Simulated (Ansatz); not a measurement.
Gas-phase electronic energies from Ansatz, PBE0-D4/def2-TZVP geometries. CCSD(T)/CBS adds triple-zeta CCSD(T) − MP2 to the extrapolated MP2 energy (def2 sets, frozen cores). This one scheme is used for every species. Functionals use def2-TZVPP. Elements past krypton have def2 core potentials. For Sb outer-core shells are correlated without core-valence functions, which leaves a few kJ/mol of doubt a bond. One conformer a species, not always the lowest.

Reaction (β-hydride elimination): `C[O][Sb]([F])[SiH3]` → `[F][SbH][SiH3]` + `C=O`

```json
{"level": "BLYP-D4", "ΔE (kJ/mol)": "124.8"}
{"level": "ωB97M-V", "ΔE (kJ/mol)": "132.0"}
{"level": "PBE", "ΔE (kJ/mol)": "127.7"}
{"level": "revPBE", "ΔE (kJ/mol)": "107.9"}
{"level": "HF/def2-TZVPP", "ΔE (kJ/mol)": "96.4"}
{"level": "CCSD/def2-TZVPP", "ΔE (kJ/mol)": "121.9"}
{"level": "HF/CBS(def2)", "ΔE (kJ/mol)": "99.8"}
{"level": "CCSD/CBS(def2)", "ΔE (kJ/mol)": "135.2"}
```

Task: What does CCSD(T)/CBS give? (Best estimate.)

Result: The calculation gave: +138.3 kJ/mol. The listed levels differ from it by -13.5, -6.3, -10.6, -30.4, -41.9, -16.4, -38.5, -3.1 kJ/mol.

Largest T1 diagnostic among the species: 0.015.

At CCSD(T), def2-SVP lies −41.4 kJ/mol from the extrapolated value and def2-TZVPP −13.2 kJ/mol. In def2-TZVPP, CCSD(T) changes the Hartree–Fock value by +28.7 kJ/mol (the triples alone add +3.2 kJ/mol) and MP2 by +41.0 kJ/mol.

CCSD(T)/CBS has its own doubt, a few kJ/mol and more with outer-core shells, so smaller differences from it don't rank the levels.
